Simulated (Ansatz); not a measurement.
`FC(F)(F)COB(Cl)Cl` + H–F → `FB(Cl)Cl` + `OCC(F)(F)F` at 600 K and 1 bar (ligand exchange at a B–O bond).

Computed with Ansatz on PBE0-D4/def2-TZVP structures; ΔE is electronic, products minus reactants. CCSD(T)/CBS is the MP2 limit (def2-TZVPP, def2-QZVPP) plus CCSD(T) − MP2 in def2-TZVPP, frozen cores. This one scheme is used for every species. One conformer a species, not always the lowest.

```csv
species,CCSD(T)/CBS energy (Eh),H − E (kJ/mol),S (J/(mol·K))
`FC(F)(F)COB(Cl)Cl`,-1396.34406,221.7,526.4
H–F,-100.39570,42.3,194.0
`FB(Cl)Cl`,-1044.28221,57.7,333.4
`OCC(F)(F)F`,-452.45922,205.2,399.9
```

H − E and S are ideal-gas, rigid-rotor, harmonic terms from PBE0-D4/def2-TZVP, for one conformer and one mirror image of each species. 1 Eh = 2625.50 kJ/mol, R = 8.31446 J/(mol·K).

**Question.** By hand: ΔE, ΔH, ΔS and ΔG.

**Answer.** ΔE = (-1044.28221) + (-452.45922) − (-1396.34406) − (-100.39570) = -0.00167 Eh = -4.4 kJ/mol. Δ(H − E) = 57.7 + 205.2 − 221.7 − 42.3 = -1.1, so ΔH = -5.5 kJ/mol. ΔS = 333.4 + 399.9 − 526.4 − 194.0 = 12.9 J/(mol·K). ΔG = -5.5 − 600 × (12.9)/1000 = -13.2 kJ/mol.

**Question.** By hand: the equilibrium constant, and the temperature at which ΔG would vanish if ΔH and ΔS stayed fixed.

**Answer.** log₁₀ K = −ΔG/(RT ln 10) = 1.1. ΔH and −TΔS have one sign here, so there is no such temperature.

TΔS isn't small against ΔH here. A doubt of 5 kJ/mol in ΔE shifts log₁₀ K by 0.4 here. Other conformers and mirror images would add mixing entropy, several J/(mol·K) or more a flexible species. Modes under 60 cm⁻¹, often nearly free rotors, make the harmonic entropy too high. These are equilibria of isolated gas molecules and say nothing of rates. Largest T1 diagnostic: 0.012 (customary marks: 0.02 for closed shells, 0.045 for open ones).

ΔS is within the doubt of such terms, so its sign, and with it that verdict, could turn.
